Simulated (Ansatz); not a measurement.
Compare A (`CC[SiH2]O[SiH3]`) with its isomer B (`CO[SiH2]C[SiH3]`).

Calculated with Ansatz (gas phase, PBE0-D4/def2-TZVP geometries, no zero-point term in ΔE). CCSD(T)/CBS is the MP2 limit (def2-TZVPP, def2-QZVPP) plus CCSD(T) − MP2 in def2-TZVPP, frozen cores. DFT in def2-TZVPP. B3LYP here is the variant with VWN-RPA as its local correlation; programs differ in this. Each species was taken in one conformer, which may not be the lowest.

A:

Z-matrix (Å, degrees):
```
C
C 1 1.526
H 1 1.093 2 111.4
H 1 1.093 2 111.6 3 120.1
H 1 1.093 2 111.4 3 -119.7
Si 2 1.866 1 113.9 3 60.7
H 2 1.096 1 110.5 3 -61.7
H 2 1.097 1 110.6 3 -178.4
O 6 1.641 2 110.9 1 -57.8
H 6 1.490 2 110.1 1 -178.8
H 6 1.487 2 110.4 1 60.5
Si 9 1.631 6 146.0 2 -56.7
H 12 1.483 9 108.5 6 178.1
H 12 1.488 9 110.3 6 58.3
H 12 1.487 9 110.5 6 -61.8
```

B:

Z-matrix (Å, degrees):
```
C
O 1 1.408
H 1 1.097 2 111.6
H 1 1.097 2 111.6 3 121.5
H 1 1.091 2 108.3 3 -119.2
Si 2 1.645 1 122.4 3 -60.7
C 6 1.855 2 107.8 1 179.9
H 6 1.492 2 109.9 1 -59.2
H 6 1.492 2 109.9 1 59.1
Si 7 1.872 6 114.9 2 -180.0
H 7 1.095 6 108.5 2 -58.1
H 7 1.095 6 108.5 2 58.1
H 10 1.487 7 110.5 6 -60.0
H 10 1.487 7 110.7 6 180.0
H 10 1.487 7 110.5 6 59.9
```

(1) Which is lower in electronic energy at CCSD(T)/CBS, and by how much? (Best estimate.)

(2) Give E(B) − E(A) in kJ/mol with r2SCAN-D4, HF/def2-TZVPP, B3LYP-D4, MP2/def2-TZVPP, CCSD(T)/def2-TZVPP, ωB97M-V, B3LYP. (An estimate is asked.)

Largest T1 diagnostic: 0.011.

Answers

(1) The calculation gave: A, by 145.0 kJ/mol.

(2) Computed: r2SCAN-D4 138.7, HF/def2-TZVPP 154.2, B3LYP-D4 142.2, MP2/def2-TZVPP 148.0, CCSD(T)/def2-TZVPP 142.4, ωB97M-V 140.0, B3LYP 140.3. None reverses the order clearly.

In def2-TZVPP, CCSD(T) changes the Hartree–Fock value by −11.8 kJ/mol (the triples alone add −2.5 kJ/mol) and MP2 by −6.3 kJ/mol. From PBE to PBE0 (25 % exact exchange), in def2-TZVPP and without D4, E(B) − E(A) moves by +6.3 kJ/mol.
